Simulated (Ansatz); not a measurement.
Mulliken charges of CH5AlClFSi (`C[SiH2][Al]([F])[Cl]`) from ωB97M-V/def2-TZVPP in Ansatz (PBE0-D4/def2-TZVP geometry).

```tsv
atom	x (Å)	y (Å)	z (Å)	charge (e)
C1	-0.706	0.263	1.478	-0.437
Si2	0.223	0.751	-0.078	0.030
Al3	0.590	-1.122	-1.593	0.624
F4	0.065	-2.636	-1.209	-0.332
Cl5	1.570	-0.925	-3.431	-0.224
H6	-0.158	-0.498	2.037	0.127
H7	-0.846	1.131	2.127	0.127
H8	-1.689	-0.144	1.233	0.126
H9	-0.521	1.804	-0.827	-0.019
H10	1.556	1.326	0.265	-0.020
```

Problem. By hand: the dipole of these point charges (1 e Å = 4.8032 D).

Solution. Σ q r = (-0.051, 0.291, 0.222) e Å, of length 0.370 e Å = 1.78 D.

Problem. How does the dipole of the full density compare? (An estimate is asked.)

Solution. Ansatz gave: (-0.140, 0.271, 0.384) e Å, 2.36 D; the point charges give 0.75 times that, at 19° from its direction.

Point charges leave out the atoms' own dipoles, such as those of lone pairs, and Mulliken's split depends on the basis, so the two needn't agree.
